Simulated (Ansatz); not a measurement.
Diatomic Na$_{2}$-, multiplicity 2 (lowest of 2S+1 = 2, 4 at CCSD(T)/def2-TZVPP on PBE0 minima; our sources give no spin for the ground state, which may be another). The T1 diagnostic near the minimum is 0.048, so single-reference values are doubtful.

Constants: fifth-degree fit in 1/R to seven points, most abundant isotopes. Runs in def2 and cc sets follow the lowest solution found near the PBE0 minimum.

Codes used: Ansatz (Gaussian orbitals). Each number belongs to the level named beside it.

```tsv
level	r_e (Å)	ω_e (cm⁻¹)	B_e (cm⁻¹)	ω_e x_e (cm⁻¹)
SVWN5/def2-TZVPP	3.441	102	0.124	0.84
PBE/def2-TZVPP	3.549	98	0.116	0.78
r2SCAN/def2-TZVPP	3.628	95	0.111	0.74
B97M-V/def2-TZVPP	3.566	90	0.115	1.3
B3LYP/def2-TZVPP	3.568	92	0.115	0.88
PBE0/def2-TZVPP	3.582	98	0.114	0.69
BHLYP/def2-TZVPP	3.589	93	0.114	0.75
CAM-B3LYP/def2-TZVPP	3.540	97	0.117	0.73
wB97X-V/def2-TZVPP	3.597	99	0.113	0.60
wB97M-V/def2-TZVPP	3.433	101	0.124	0.94
B2PLYP/def2-TZVPP	3.543	97	0.117	0.76
CCSD/def2-TZVPP	3.573	102	0.115	0.64
CCSD(T)/def2-TZVPP	3.551	104	0.116	0.64
```

Correlated levels freeze the inner cores; with def2 sets outer-core shells near the valence are correlated too.

Doubts at one or more of the structures used: a spin-contaminated determinant (CCSD/def2-TZVPP, CCSD(T)/def2-TZVPP).

Ansatz is a quantum-chemistry and plane-wave program.
